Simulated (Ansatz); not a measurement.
HO2 (SMILES [O]O), doublet, geometry from GFN2-xTB; PBE0/6-311G** (Ansatz, a first-principles code).

Here is a job for Ansatz.
Ansatz 0.2 input:
```yaml
crystal:
  periodic: [false, false, false]
  atoms:
    - {symbol: O, position_ang: [-0.50300875, 0.32094818, 0.02100596]}
    - {symbol: O, position_ang: [0.65391542, -0.27519835, -0.02369777]}
    - {symbol: H, position_ang: [-1.20725328, -0.36599861, 0.02153448]}
basis:
  gaussian:
    orbitals: 6-311G__.json
    occupation: {up: {"A'": 8, "A''": 1}, down: {"A'": 7, "A''": 1}}
hamiltonian:
  xc: pbe0
magnetization: {spin_polarized: true, initial_magnetization: 1}
```
The basis file holds 6-311G** in the JSON format of the Basis Set Exchange.

What does Ansatz print? Leave out banner, timings and long lists.


```
Functional definition: PBE0
the irreps are read with x along [0.001, 1.000, 0.025], y along [-1.000, 0.000, 0.026] and z along [0.026, -0.025, 0.999] of the geometry given
366 factors; their error is unknown
mean field evaluation 1: about -4095.6307 eV, gradient 1.0e1 eV
mean field evaluation 2: about -4095.9680 eV, gradient 3.4e-1 eV
mean field evaluation 4: about -4095.9836 eV, gradient 2.0e-1 eV
mean field evaluation 8: about -4095.9670 eV, gradient 2.3e-4 eV
mean field -4095.96702809 eV, -150.5240119361 hartree, gradient 1.1e-6 eV, S^2 0.831435; 0 other end points of the search recorded, 0 dependent functions left out
reference -4095.96704578 eV, -150.5240125862 hartree; 9, 8 occupied and 33, 34 virtual orbitals, 366 factors
Total energy: -4095.96704578 eV, -150.5240125862 hartree
```
